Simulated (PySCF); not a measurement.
GeH, SMILES [GeH] (connectivity only; charge and spin as stated), charge +1, multiplicity 1.

The structure is a stationary point at PBE0-D3(BJ)/def2-TZVPD. The spin state was assumed, not searched.

Two levels are set side by side: PBE/def2-TZVPD (PySCF) and B3LYP/def2-TZVPD (PySCF). Same geometry, gas phase. Differences are taken from unrounded values.

```json
[
 {"quantity": "orbital gap (eV)", "B3LYP": "4.35", "PBE": "2.73", "PBE minus B3LYP": "-1.61"},
 {"quantity": "highest occupied level (eV)", "B3LYP": "-14.92", "PBE": "-13.95", "PBE minus B3LYP": "0.97"},
 {"quantity": "lowest empty level (eV)", "B3LYP": "-10.57", "PBE": "-11.21", "PBE minus B3LYP": "-0.64"},
 {"quantity": "mean polarisability (bohr³)", "B3LYP": "21.3", "PBE": "21.4", "PBE minus B3LYP": "0.1"}
]
```

PBE's occupied levels lie high since its potential decays too fast outside the molecule; exact exchange lowers them and widens the gap. Differences between two approximate levels are no errors against the true value.

Rough cost on one machine, each run with all the roots and properties that it gave: B3LYP against PBE within a factor of 2.
